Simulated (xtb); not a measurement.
Te(H)(SeH) (H2SeTe), SMILES [SeH][TeH]. All values are semi-empirical tight-binding results from xtb (GFN2-xTB unless named), good for trends rather than for accurate numbers. The structure is a stationary point at GFN2-xTB.

```json
{
  "orbital_gap": "3.73 eV",
  "zero_point_energy": "8.2 kcal/mol",
  "G − E(el) at 298.15 K (modified RRHO)": "-9.7 kcal/mol",
  "static polarisability (D4 model)": "69.2 bohr³",
  "solvation energy, GFN2-xTB/ALPB(water)": "-2.7 kcal/mol",
  "solvation energy, GFN2-xTB/ALPB(methanol)": "-4.4 kcal/mol"
}
```
